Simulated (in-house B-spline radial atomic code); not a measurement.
A radial electron density 4πr²n(r) was computed for an atom or ion in its tabulated ground configuration with an all-electron radial atomic-structure program (B-spline basis); method: non-relativistic HSE06, spin-polarised, spherical fractional occupations, exact exchange averaged over the configuration. Columns: r (bohr), 4πr²n(r) (electrons per bohr), bar.

```
 0.00734   0.1921 #
 0.00856   0.2562 #
 0.00998   0.3405 ##
  0.0116   0.4482 ##
  0.0136   0.5966 ###
  0.0158   0.7774 ####
  0.0185    1.021 #####
  0.0215    1.314 #######
  0.0251    1.691 #########
  0.0293    2.154 ###########
  0.0342    2.714 ##############
  0.0398    3.361 #################
  0.0465    4.123 #####################
  0.0542    4.956 #########################
  0.0632     5.84 ##############################
  0.0737    6.724 ##################################
   0.086    7.535 #######################################
     0.1    8.168 ##########################################
   0.117    8.556 ############################################
   0.136    8.582 ############################################
   0.159    8.194 ##########################################
   0.186    7.386 ######################################
   0.216    6.308 ################################
   0.252    5.042 ##########################
   0.294    3.836 ####################
   0.343    2.909 ###############
     0.4    2.408 ############
   0.467    2.355 ############
   0.545    2.636 ##############
   0.635    3.021 ###############
   0.741    3.264 #################
   0.864     3.18 ################
    1.01    2.732 ##############
    1.17     2.08 ###########
    1.37    1.328 #######
     1.6   0.7164 ####
    1.86   0.3273 ##
    2.17   0.1184 #
    2.54  0.03216 
    2.96 0.006758 
    3.45 0.001022
```

Problem. Which atom or ion is it?
A. O2+
B. O3+
C. C3+
D. O4+

Solution. B. The area under the curve, ∫4πr²n dr = ∫r·4πr²n d(ln r) on this logarithmic grid, is 5 electrons, which only this option has. The configuration is [He] 2s2 2p1.
